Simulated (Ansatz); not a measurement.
Start from `[NH2][Ga]([F])[GeH3]` and change one atom or group to get `[NH2][Ga]([NH2])[F]`.

Ansatz, PBE0-D4/def2-TZVP geometries, multiplicity 1. Each molecule was computed in one conformer, which needn't be the lowest.

Scalar relativity is left out up to krypton.

| property | `[NH2][Ga]([F])[GeH3]` |
| --- | --- |
| HOMO–LUMO gap (PBE/def2-TZVPP) / eV | 4.63 |
| LUMO energy (PBE0/def2-TZVPP) / eV | -0.92 |
| HOMO energy (B3LYP/def2-TZVPP) / eV | -7.42 |
| HOMO–LUMO gap (B3LYP/def2-TZVPP) / eV | 6.27 |
| ideal-gas entropy at 298 K and 1 bar (rigid rotor, harmonic PBE0-D4/def2-TZVP) / J/(mol·K) | 382 |
| size of the dipole moment (PBE/def2-TZVPP) / D | 2.62 |

Problem. Give the same properties after the change, and the shifts. (An estimate is asked.)

Solution. Ansatz gave: 
```json
{"property": "HOMO–LUMO gap (PBE/def2-TZVPP) / eV", "`[NH2][Ga]([NH2])[F]`": "4.72", "shift": "0.09"}
{"property": "LUMO energy (PBE0/def2-TZVPP) / eV", "`[NH2][Ga]([NH2])[F]`": "-0.30", "shift": "0.62"}
{"property": "HOMO energy (B3LYP/def2-TZVPP) / eV", "`[NH2][Ga]([NH2])[F]`": "-7.14", "shift": "0.28"}
{"property": "HOMO–LUMO gap (B3LYP/def2-TZVPP) / eV", "`[NH2][Ga]([NH2])[F]`": "6.46", "shift": "0.19"}
{"property": "ideal-gas entropy at 298 K and 1 bar (rigid rotor, harmonic PBE0-D4/def2-TZVP) / J/(mol·K)", "`[NH2][Ga]([NH2])[F]`": "330", "shift": "-52"}
{"property": "size of the dipole moment (PBE/def2-TZVPP) / D", "`[NH2][Ga]([NH2])[F]`": "2.75", "shift": "0.13"}
```

With PBE0 the HOMO rises by 0.29 eV and the LUMO rises by 0.62 eV, so the gap widens by about 0.33 eV. PBE moves the HOMO by 0.35 eV and ωB97M-V by 0.29 eV. The zero-point energy changes by 5.6 kJ/mol with -3 modes. Dipoles are sizes alone; their direction can turn. Modes under 60 cm⁻¹, often nearly free rotors, make the harmonic entropy too high.

B3LYP here is the variant with VWN-RPA as its local correlation; programs differ in this.
